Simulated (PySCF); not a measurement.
Gas-phase reaction: CH₃CHF₂ + 3 HF = 6 H + C₂HF₅

Method: PySCF energies plus ideal-gas RRHO corrections (1 bar). † marks an energy on the PBE0/def2-TZVP geometry and frequencies. MP2 and CCSD(T) freeze the core. Open shells (unrestricted): H (multiplicity 2); the rest are closed-shell singlets. MP2 isn't extrapolated to the basis-set limit; its ΔH°(298 K) is 1322.5 kJ in def2-SVP and 1446.9 kJ in def2-TZVPP. CCSD(T) isn't extrapolated to the basis-set limit. The harmonic model lacks anharmonicity and excited electronic states, which grow with temperature; levels with a mode under 35 cm⁻¹ are left out. Internal rotation in CH₃CHF₂, C₂HF₅ is treated as a harmonic vibration of one conformer, which makes the entropy rough.

```csv
level,"ΔE electronic, kJ","ΔH°(298 K), kJ","ΔS°(298 K), J/K","ΔG°(1200 K), kJ"
BLYP/def2-TZVP†,1582,1464,219,1151
CCSD(T)/def2-SVP†,1495,1377,219,1064
HF/def2-TZVP†,1279,1161,219,847
MP2/def2-SVP†,1441,1323,219,1009
r2SCAN/def2-TZVP†,1543,1425,219,1111
```
ΔH° is lowest at HF/def2-TZVP† and highest at BLYP/def2-TZVP†. No reference value is set beside these.
